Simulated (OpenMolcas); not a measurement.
# Ag3+: moving or changing the point charges

Ag3+ among 6 point charges of -1.7 e arranged as a tetragonal octahedron (D4h), 1.9 Å from the ion, with the axial distance 2.071 Å.
```
   1.9000    0.0000    0.0000  -1.70
   0.0000    1.9000    0.0000  -1.70
  -1.9000    0.0000    0.0000  -1.70
   0.0000   -1.9000    0.0000  -1.70
   0.0000    0.0000    2.0710  -1.70
   0.0000    0.0000   -2.0710  -1.70
```

| Item | Value |
| --- | --- |
| Program | OpenMolcas 26.06 |
| Method | SS-CASPT2, IPEA 0.25 Eh, imaginary shift 0.1 Eh (closed shells correlated: 4s 4p) |
| Basis | ANO-RCC-VDZP [6s5p3d1f] |
| Scalar Hamiltonian | DKH2, point nucleus |
| Active space | 8 electrons in 5 orbitals (4d) |
| State averaging | 2S+1 = 3 even, 10 roots; 2S+1 = 1 even, 15 roots |
| Spin-orbit coupling | state interaction with AMFI integrals over the reference wave functions |

Runs around this geometry, states (labels of D4, the rotations of D4h). Energies in cm-1 above the lowest state or level, χT in cm3 K/mol.

| R (Å) | q (e) | Axial / equatorial distance | Ground state | First state of that spin | First gap with spin-orbit (degeneracies) | χT at 300 K | First state of another spin |
| --- | --- | --- | --- | --- | --- | --- | --- |
| 1.9 | -1.7 | 1 | 3B1 | 7510 | 6470 (3, 2) | 2.000 | 2S+1 = 1: 13950 |
| 1.9 | -1.36 | 1.09 | 3B1 | 3E 5020 | 16 (1, 2) | 2.236 | 1A1 12960 |
| 1.77 | -1.7 | 1.09 | 3B1 | 3E 8290 | 31 (1, 2) | 1.858 | 1A1 12880 |
| 1.9 | -1.7 | 1.09 | 3B1 | 3E 6230 | 18 (1, 2) | 2.071 | 1A1 12950 |
| 2.07 | -1.7 | 1.09 | 3B1 | 3E 4210 | 9 (1, 2) | 2.358 | 1A1 12750 |

Taking the first state of the same spin as R^-n, n = -ln(4210 / 8290) / ln(2.07 / 1.77) = 4.3 between the shortest and longest distance.

Scaling the charges by -1.36 / -1.7 = 0.80 scales the first state of the same spin by 5020 / 6230 = 0.81; with fixed orbitals a first-order splitting would follow the charge.

Roots that are degenerate in the reference are averaged as groups; the widest CASPT2 spread within a group is 240 cm-1 (the 3-fold group of multiplicity 3 near 7510 cm-1 above the lowest state of its run, R = 1.9, q = -1.7, ratio = 1). Shifts and gaps below about the spread of the groups concerned are not significant. Real 4d8 and 5d8 ions are as a rule square planar and diamagnetic. This shell can be high or low spin here, a state of another spin lies low, and with metal d orbitals alone active their balance is uncertain, so the ground spin may be wrong. Point charges give a weaker field than real ligands, and real ions of this kind are as a rule low spin; the high spin found here belongs to the model. Free-ion shares, where given, are those of the reference states; single-state CASPT2 does not remix them. This is an electrostatic model: the charges have no orbitals. An unlabelled pair can be two single states that coincide in this model. A group larger than the point group allows holds several states that coincide in this model. No measured value stands beside these numbers.

A state without a sure symmetry label is named by its multiplicity alone.
